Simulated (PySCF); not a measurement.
A PySCF script (with the pyscf-properties extension) for the NMR shieldings of SMILES C[C@@H](C#N)OB(O)C#N, C₄H₅BN₂O₂, on a GFN2-xTB geometry:

```python
import basis_set_exchange as bse
import numpy as np
from pyscf import gto, dft
from pyscf.prop import nmr

atoms = """
C    -1.379188   -0.865902    0.842778
C    -0.733076   -0.052996   -0.283871
C    -1.720136    0.836985   -0.879279
N    -2.493180    1.546317   -1.329478
O     0.325198    0.737996    0.224576
B     1.641520    0.523550   -0.014609
O     2.553210    1.337572    0.531368
C     2.131624   -0.654865   -0.898537
N     2.432442   -1.546775   -1.552229
H    -1.724800   -0.198327    1.628879
H    -0.646478   -1.554119    1.257624
H    -2.223902   -1.430169    0.456629
H    -0.365509   -0.730152   -1.072445
H     2.201596    2.050412    1.066429
"""
names = dict.fromkeys(["C", "N", "O", "B", "H"], "pcSseg-1")
basis = {el: gto.basis.parse(bse.get_basis(n, elements=[el], fmt="nwchem")) for el, n in names.items()}
mol = gto.M(atom=atoms, basis=basis, charge=0, verbose=0)
mf = dft.RKS(mol, xc="PBE0")
mf.grids.level = 2
mf.grids.alignment = dft.numint.BLKSIZE   # the property module wants whole blocks of grid points
mf.conv_tol = 1e-9
mf.kernel()

calc = nmr.RKS(mf)   # GIAO
C = mf.mo_coeff
Co = C[:, mf.mo_occ > 0]
resp = mf.gen_response(singlet=True, hermi=2)
def vind(x):   # induced exchange potential for any number of trial vectors
    d = np.einsum("pi,xij,qj->xpq", C, 2 * x.reshape(-1, C.shape[1], Co.shape[1]), Co, optimize=True)
    return np.einsum("xpq,pi,qj->xij", resp(d - d.transpose(0, 2, 1)), C, Co, optimize=True).ravel()
mo1, _ = nmr.rhf.solve_mo1(calc, with_cphf=vind)
sigma = calc.kernel(mo1)
for i, s in enumerate(sigma):   # ppm
    print("%2d %-2s %9.2f" % (i, mol.atom_pure_symbol(i), np.trace(s) / 3))
```

**Question.** What does it print?

**Answer.** 
```
 0 C     161.12
 1 C     123.31
 2 C      64.24
 3 N     -40.92
 4 O     176.97
 5 B      84.71
 6 O     203.03
 7 C      64.55
 8 N     -86.46
 9 H      29.76
10 H      30.15
11 H      30.16
12 H      26.43
13 H      26.84
```

These numbers come from an equivalent density-fitted implementation of the same equations, which agrees with the script to about 0.01 ppm for H and up to a few tenths of a ppm for heavy atoms, so last digits may differ.

Size and cost of the density-fitted run: 178 basis functions, 45 s wall time on 1 thread of an Arm Neoverse N1, shared host; peak memory 0.79 GiB.
